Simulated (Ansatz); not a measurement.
System: Si2H3, charge 0, multiplicity 2. It need not be the lowest isomer of its formula. 
Geometry from a B3LYP-D3(BJ)/def2-TZVP (Ansatz, a quantum-chemistry and plane-wave program) optimisation:
```xyz
5

Si     1.3556    -0.0430     0.0636
Si    -1.0216     0.0376    -0.0641
H     -1.6200     1.3803    -0.2902
H     -1.3972    -0.3963     1.3167
H     -1.6584    -0.9078    -1.0196
```
Charge 0, spin multiplicity 2.

Basis-set convergence of Hartree-Fock and CCSD correlation energies (hartree) with Ansatz. Correlated levels leave the core frozen unless marked. Open shells are spin-unrestricted. Spin-orbit coupling is left out. No relativistic terms.

The UHF reference is spin-contaminated (<S^2> 0.27 over the pure value in the largest basis). The T1 diagnostic of CCSD in the largest basis is 0.066, which is high, so the coupled-cluster rows are less sure than usual.

| basis | functions | E(HF) | E(corr, CCSD) |
|---|---|---|---|
| aug-cc-pV(D+d)Z | 91 | -579.53774 | -0.21698 |
| aug-cc-pV(T+d)Z | 179 | … | … |

Question: Some entries are withheld; supply them.

Answer: 
- aug-cc-pV(T+d)Z, E(HF): -579.55662
- aug-cc-pV(T+d)Z, E(corr, CCSD): -0.24892
